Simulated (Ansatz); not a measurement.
Cost and result up the ladder for the cluster GeCl₄ (the lowest singlet isomer of a short search) (5 atoms). The state is a singlet with charge 0. Geometry: PBE-D4/def2-SVP.

Cartesian coordinates in Å:
```
Ge 0.000 0.001 0.000
Cl -0.852 -1.838 -0.706
Cl 2.105 0.021 -0.421
Cl -0.945 1.655 -0.990
Cl -0.308 0.162 2.117
```

Ansatz on 4 threads of Arm Neoverse V2 on a shared host. Times are rough, and most runs start from the orbitals of an earlier one. ωB97X-V/def2-TZVP serves as the yardstick here, not as an exact answer. Differences are given only for rows in sets of like size (and for xTB, whose basis is part of the method), since another set adds its own error. Binding counts from free atoms at the same level (Ge triplet, Cl doublet; other spins of the atoms weren't run), without zero-point energy or a counterpoise term.

LC-ωPBE has ω = 0.4 bohr⁻¹. Correlated methods freeze 29 core orbitals; core or outer-core shells of Ge are correlated, in sets that lack core-valence functions. The structure comes from a short search, and lower isomers may exist.

Correlated methods converge slowly with the basis.

```
                         level  functions  wall time  binding energy per atom (eV)  difference from ωB97X-V/def2-TZVP (eV)
                     HF/STO-3G         54      0.2 s                          2.68                                       –
               PBE-D4/def2-SVP        104      0.9 s                          2.98                                       –
              PBE0-D4/def2-SVP        104      1.4 s                          2.90                                       –
PBE-D4/def2-TZVP (with forces)        196        2 s                          2.98                                    0.06
             LC-ωPBE/def2-TZVP        196      2.7 s                          2.81                                   -0.12
                 MP2/def2-TZVP        196      2.8 s                          2.97                                    0.05
        CAM-B3LYP-D4/def2-TZVP        196      3.8 s                          2.80                                   -0.12
             PBE0-D4/def2-TZVP        196        4 s                          2.92                                    0.00
           r2SCAN-D4/def2-TZVP        196      4.4 s                          2.96                                    0.03
             ωB97X-V/def2-TZVP        196        7 s                          2.93                                    0.00
            CCSD(T)/def2-TZVPP        216    1.9 min                          2.81                                   -0.12
```
